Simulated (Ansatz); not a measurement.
A search over several starts for the lowest SCF solution of the cluster Te₂Pd at the given spin, in a small basis.

```yaml
crystal:
  periodic: [false, false, false]
  atoms:
    - {symbol: Pd, position_ang: [-0.803774, 0.909537, -0.812851]}
    - {symbol: Te, position_ang: [0.306785, 0.387809, 1.442525]}
    - {symbol: Te, position_ang: [0.496989, -1.297346, -0.629674]}
basis:
  gaussian: {orbitals: def2-SVP, initial_orbitals: start.molden}
hamiltonian: {xc: pbe0, dispersion: d4}
output: {orbitals: {seedname: orbitals}}
```

The file start.molden holds the orbitals of an earlier run on this structure, at another level or in another basis.

```sh
$ ansatz run in.yaml --threads 4 --pin off --events-out ev --progress --plain --max-ram 3916MiB
```

Shortened log:

```
Functional definition: PBE0
998 factors; integrals over basis functions are off by at most 3.5e-4 eV
mean field evaluation 1: about -18060.4715 eV, gradient 9.4e1 eV
mean field evaluation 2: about -18065.2219 eV, gradient 8.3e0 eV
mean field evaluation 4: about -18066.8292 eV, gradient 7.6e-1 eV
mean field evaluation 8: about -18067.6016 eV, gradient 5.1e0 eV
mean field evaluation 16: about -18067.6832 eV, gradient 1.6e-5 eV
mean field evaluation 32: about -18066.9931 eV, gradient 1.5e-3 eV
mean field evaluation 64: about -18067.0677 eV, gradient 1.4e0 eV
mean field -18067.68316889 eV, -663.9751097411 hartree, gradient 5.6e-6 eV, S^2 0.000000; 5 other end points of the search recorded, 0 dependent functions left out
reference -18067.68319695 eV, -663.9751107723 hartree; 33, 33 occupied and 50, 50 virtual orbitals, 998 factors
Total energy: -18067.81837512 eV, -663.9800784784 hartree
```

It took 5.5 s on 4 threads of Arm Neoverse V1 on a shared host.

In the def2 sets Pd, Te take a core potential; there is no spin–orbit coupling. The restricted singlet is unstable towards broken spin symmetry at other levels; at PBE0-D4/def2-SVP this wasn't settled. The geometry of the singlet was relaxed on an unsound state (an occupied level 0.13 eV above an empty one). At PBE0-D4/def2-TZVP a triplet of charge 0 lies 0.34 eV below the restricted singlet, each at its own geometry. The structure comes from a short search, and lower isomers may exist.
